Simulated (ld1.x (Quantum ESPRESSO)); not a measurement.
Which change was made? (S, TM)

ld1.x (Quantum ESPRESSO) 7.5 input, shortened:

```
&input
   title='S', zed=16., rel=1, dft='PW91', iswitch=3,
   config='[Ne] 3s2 3p2'
 /
 &inputp
   pseudotype=2, tm=.true., lloc=0,
   nlcc=.true., new_core_ps=.true., rcore=1.25
 /
2
3P  2  1   2.00   0.00  1.40  1.40  0.0
3S  1  0   2.00   0.00  1.25  1.25  0.0
 &test
   configts(1)='3s2 3p2'
 /
```

Cutoffs, loose and tight: the cutoffs (Ry, on a coarse ladder) from which the occupation-weighted sum of valence levels, in a spherical-Bessel basis at the reference potential, stays within 10 and 1 mRy of its value at 400 Ry. They do not see the model core or the augmentation charge, which bear on the density cutoff. Test errors are all-electron minus pseudo excitation energies from the reference, over the configurations 3s2 3p4; 3s2 3p3; 3s2 3p1; 3s1 3p5; 3s2 3p4.3; 3s2 3p0; 3s2 3p3.5; variants that change the core or the reference have their own tests.

The base gives: outcome: generated; cutoff, loose: 45 Ry; cutoff, tight: 70 Ry; bound ghosts: none; largest test error (meV): +95.

**Question.** After one change the result is: outcome: generated; cutoff, loose: 90 Ry; cutoff, tight: 230 Ry; bound ghosts: none; largest test error (meV): +135. Which change was it?
A. wave 3s (bound): rc 1.25 bohr becomes 3s (bound): rc 0.82 bohr
B. wave 3s (bound): rc 1.25 bohr becomes 3s (bound): rc 1.00 bohr
C. wave 3s (bound): rc 1.25 bohr becomes 3s (bound): rc 1.86 bohr

**Answer.** B. The others give: wave 3s (bound): rc 1.25 bohr becomes 3s (bound): rc 0.82 bohr → outcome: generated; cutoff, loose: over 300 Ry; cutoff, tight: over 300 Ry; bound ghosts: none; largest test error (meV): +343 | wave 3s (bound): rc 1.25 bohr becomes 3s (bound): rc 1.86 bohr → outcome: generated; cutoff, loose: 30 Ry; cutoff, tight: 50 Ry; bound ghosts: none; largest test error (meV): +163.
